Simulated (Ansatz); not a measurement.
`O[SiH](F)[SeH]` + H₂ → `F[SiH2][SeH]` + H₂O at 600 K and 1 bar (hydrogenolysis of the Si–O bond).

Calculated with Ansatz (gas phase, PBE0-D4/def2-TZVP geometries, no zero-point term in ΔE). CBS: MP2 limit from def2 TZ/QZ plus the TZ coupled-cluster correction, frozen cores. This one scheme is used for every species. For Se outer-core shells are correlated without core-valence functions, which leaves a few kJ/mol of doubt a bond. Scalar relativity is left out up to krypton. Each species was taken in one conformer, which may not be the lowest.

```
         species  CCSD(T)/CBS energy (Eh)  H − E (kJ/mol)  S (J/(mol·K))
`O[SiH](F)[SeH]`              -2866.70409           142.3          405.9
              H₂                 -1.17544            43.9          150.8
  `F[SiH2][SeH]`              -2791.46485           115.9          365.3
             H₂O                -76.37941            76.8          212.8
```

H − E and S are ideal-gas, rigid-rotor, harmonic terms from PBE0-D4/def2-TZVP, for one conformer and one mirror image of each species. The MP2-based limit puts H₂ 0.8 mEh under its directly extrapolated value; such offsets cancel only in part. 1 Eh = 2625.50 kJ/mol, R = 8.31446 J/(mol·K).

Task: By hand: ΔE, ΔH, ΔS and ΔG.

Result: ΔE = (-2791.46485) + (-76.37941) − (-2866.70409) − (-1.17544) = 0.03527 Eh = 92.6 kJ/mol. Δ(H − E) = 115.9 + 76.8 − 142.3 − 43.9 = 6.5, so ΔH = 99.1 kJ/mol. ΔS = 365.3 + 212.8 − 405.9 − 150.8 = 21.4 J/(mol·K). ΔG = 99.1 − 600 × (21.4)/1000 = 86.3 kJ/mol.

Task: By hand: the equilibrium constant, and the temperature at which ΔG would vanish if ΔH and ΔS stayed fixed.

Result: log₁₀ K = −ΔG/(RT ln 10) = -7.5. ΔG = 0 at ΔH/ΔS = 4631 K, far beyond where these terms or the molecules hold.

ΔH outweighs TΔS. A doubt of 5 kJ/mol in ΔE shifts log₁₀ K by 0.4 here. Other conformers and mirror images would add mixing entropy, several J/(mol·K) or more a flexible species. These are equilibria of isolated gas molecules and say nothing of rates. Largest T1 diagnostic: 0.011 (customary marks: 0.02 for closed shells, 0.045 for open ones).
